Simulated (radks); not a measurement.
Q: Species: the copper ion Cu+. Configuration: [Ne] 3s2 3p5.75 3d10 4s0.25 (fractional occupations, a model configuration). Calculated with a radial shooting solver on a logarithmic mesh with Libxc functionals: scalar-relativistic Kohn-Sham, AM05, spin-polarised, spherical densities, finite nucleus; open shells are filled with parallel spins first; Fermi nuclear charge, rms radius 3.8823 fm. Some entries of the table are withheld. Estimate them.

orbital  occ.  eigenvalue (hartree)  <r> (bohr)  <1/r> (bohr^-1)
1s up       1             -325.0841     0.05220            29.12
1s down     1             -325.0782     0.05220            29.12
2s up       1             -39.35348      0.2355            6.320
2s down     1             -39.34862      0.2355            6.320
2p up       3             -34.04810      0.2066            6.206
2p down     3             -34.04153      0.2066            6.206
3s up       1              -4.57923      0.7128            1.996
3s down     1              -4.56544      0.7131            1.995
3p up       3              -3.02562      0.7494            1.843
3p down  2.75              -3.01218      0.7498            1.842
3d up       5              -0.55861      0.9887            1.404
3d down     5              -0.54668      0.9889            1.403
4s up    0.25              -0.45432       2.546           0.5086
4s down     0              -0.44151       2.560           0.5069
4p up       0                   (1)         (2)           0.3786
4p down     0                   (3)         (4)           0.3719

A: 
(1) 4p up eigenvalue (hartree): -0.25038
(2) 4p up <r> (bohr): 3.375
(3) 4p down eigenvalue (hartree): -0.24037
(4) 4p down <r> (bohr): 3.443
